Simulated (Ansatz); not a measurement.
`N[SiH2]F` + H₂Se → `N[SiH2][SeH]` + H–F at 400 K and 1 bar (ligand exchange at the Si–F bond).

Computed with Ansatz on PBE0-D4/def2-TZVP structures; ΔE is electronic, products minus reactants. CCSD(T)/CBS is the MP2 limit (def2-TZVPP, def2-QZVPP) plus CCSD(T) − MP2 in def2-TZVPP, frozen cores. This one scheme is used for every species. For Se outer-core shells are correlated without core-valence functions, which leaves a few kJ/mol of doubt a bond. Scalar relativity is left out up to krypton. Each species was taken in one conformer, which may not be the lowest.

| species | CCSD(T)/CBS energy (Eh) | H − E (kJ/mol) | S (J/(mol·K)) |
| --- | --- | --- | --- |
| `N[SiH2]F` | -446.07709 | 143.8 | 304.9 |
| H₂Se | -2401.89790 | 49.4 | 229.5 |
| `N[SiH2][SeH]` | -2747.54778 | 163.2 | 350.1 |
| H–F | -100.39570 | 36.5 | 182.2 |

H − E and S are ideal-gas, rigid-rotor, harmonic terms from PBE0-D4/def2-TZVP, for one conformer and one mirror image of each species. 1 Eh = 2625.50 kJ/mol, R = 8.31446 J/(mol·K).

Task: By hand: ΔE, ΔH, ΔS and ΔG.

Result: ΔE = (-2747.54778) + (-100.39570) − (-446.07709) − (-2401.89790) = 0.03151 Eh = 82.7 kJ/mol. Δ(H − E) = 163.2 + 36.5 − 143.8 − 49.4 = 6.5, so ΔH = 89.2 kJ/mol. ΔS = 350.1 + 182.2 − 304.9 − 229.5 = -2.1 J/(mol·K). ΔG = 89.2 − 400 × (-2.1)/1000 = 90.0 kJ/mol.

Task: By hand: the equilibrium constant, and the temperature at which ΔG would vanish if ΔH and ΔS stayed fixed.

Result: log₁₀ K = −ΔG/(RT ln 10) = -11.8. ΔH and −TΔS have one sign here, so there is no such temperature.

The number of gas molecules stays the same, so ΔS is small and ΔH decides. A doubt of 5 kJ/mol in ΔE shifts log₁₀ K by 0.7 here. Other conformers and mirror images would add mixing entropy, several J/(mol·K) or more a flexible species. These are equilibria of isolated gas molecules and say nothing of rates. Largest T1 diagnostic: 0.011 (customary marks: 0.02 for closed shells, 0.045 for open ones).

ΔS is within the doubt of such terms, so its sign, and with it that verdict, could turn.
